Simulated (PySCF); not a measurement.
SiHI3, SMILES I[SiH](I)I. Geometry optimised at PBE-D3(BJ)/def2-SVP. The def2 effective core potentials stand for the cores of I; spin–orbit coupling is left out.

**Question.** Give the equilibrium geometry at PBE-D3(BJ)/def2-SVP (PySCF confirms it by a frequency run) as bond lengths and angles, and its point group. (Estimate from the structure and the level; the computed values follow.)

**Answer.** point group C3v.
Atoms: Si1 I2 I3 I4 H5. Bonded distances (Å): Si1–I2 2.459, Si1–I3 2.459, Si1–I4 2.459, Si1–H5 1.497. Angles (°): I2–Si1–I3 110.8, I2–Si1–I4 110.8, I2–Si1–H5 108.1, I3–Si1–I4 110.8, I3–Si1–H5 108.1, I4–Si1–H5 108.1.
